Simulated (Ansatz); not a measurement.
One change: `ClB1CO1` becomes `ClB1O[SiH2]1`.

Ansatz, PBE0-D4/def2-TZVP geometries, multiplicity 1. 

```
                                                                                  property  `ClB1CO1`
                                                       HOMO energy (B3LYP/def2-TZVPP) / eV      -8.17
                                          size of the dipole moment (B3LYP/def2-TZVPP) / D       1.45
                                                     HOMO energy (ωB97M-V/def2-TZVPP) / eV     -10.68
                                                       LUMO energy (B3LYP/def2-TZVPP) / eV      -0.43
ideal-gas entropy at 298 K and 1 bar (rigid rotor, harmonic PBE0-D4/def2-TZVP) / J/(mol·K)        281
                                                     LUMO energy (ωB97M-V/def2-TZVPP) / eV       1.91
```

(1) Give the same properties after the change, and the shifts. (Best estimate.)

Answers

(1) Computed: 
```json
{"property": "HOMO energy (B3LYP/def2-TZVPP) / eV", "`ClB1O[SiH2]1`": "-7.18", "shift": "0.99"}
{"property": "size of the dipole moment (B3LYP/def2-TZVPP) / D", "`ClB1O[SiH2]1`": "1.74", "shift": "0.29"}
{"property": "HOMO energy (ωB97M-V/def2-TZVPP) / eV", "`ClB1O[SiH2]1`": "-9.50", "shift": "1.18"}
{"property": "LUMO energy (B3LYP/def2-TZVPP) / eV", "`ClB1O[SiH2]1`": "-1.32", "shift": "-0.89"}
{"property": "ideal-gas entropy at 298 K and 1 bar (rigid rotor, harmonic PBE0-D4/def2-TZVP) / J/(mol·K)", "`ClB1O[SiH2]1`": "297", "shift": "16"}
{"property": "LUMO energy (ωB97M-V/def2-TZVPP) / eV", "`ClB1O[SiH2]1`": "0.69", "shift": "-1.22"}
```

With PBE0 the HOMO rises by 1.01 eV and the LUMO falls by 0.90 eV, so the gap narrows by about 1.91 eV. PBE moves the HOMO by 0.78 eV and ωB97M-V by 1.18 eV. Dipoles are sizes alone; their direction can turn.

B3LYP here is the variant with VWN-RPA as its local correlation; programs differ in this.
